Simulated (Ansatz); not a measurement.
Ideal-gas functions of `[CH3][GeH][Br]` radical at 800 K and 1 bar, from an Ansatz frequency run at PBE0-D4/def2-TZVP.

Molar mass 168.56 g/mol, point group C1 (symmetry number 1), electronic degeneracy 2, moments of inertia 45.526, 268.295, 307.43 u Å². Harmonic wavenumbers (cm⁻¹, unscaled): 119, 143, 296, 507, 587, 626, 780, 849, 1239, 1437, 1446, 2060, 3059, 3153, 3173.

Use S(trans) = R[1.5 ln M + 2.5 ln T − 1.1517]; rotational temperatures θ = 24.2544 K / I; S(rot) = R[ln(√π/σ · √(T³/θAθBθC)) + 1.5]; for each mode x = 1.438777 ν̃/T, S = R[x/(eˣ − 1) − ln(1 − e⁻ˣ)] and H = RT x/(eˣ − 1); 1 cm⁻¹ = 0.0119627 kJ/mol; R = 8.31446 J/(mol·K).

Problem. By hand: the entropy, in J/(mol·K).

Solution. Translation 193.3. Rotation: θ = 0.5328, 0.0904, 0.0789 K, giving 123.8. Vibration, mode by mode: 21.15, 19.63, 13.65, 9.36, 8.24, 7.75, 6.15, 5.56, 3.18, 2.41, 2.38, 0.98, 0.22, 0.19, 0.19, in all 101.0. Electronic 5.8. Sum 423.9 J/(mol·K).

Problem. By hand: H − E and G − E in kJ/mol, counted from the electronic energy.

Solution. Zero-point energy ½ × 19474 × 0.0119627 = 116.5; thermal vibration 39.7; translation, rotation and pV give 4 RT = 26.6. H − E = 182.8 kJ/mol, and G − E = 182.8 − 800 × 423.9/1000 = -156.3 kJ/mol.

Vibration gives 24 % of the entropy, 40.8 J/(mol·K) of it from the modes under 150 cm⁻¹: soft modes count most, and the harmonic formula is weakest for them. The sum counts one conformer and one mirror image; others add a mixing term.
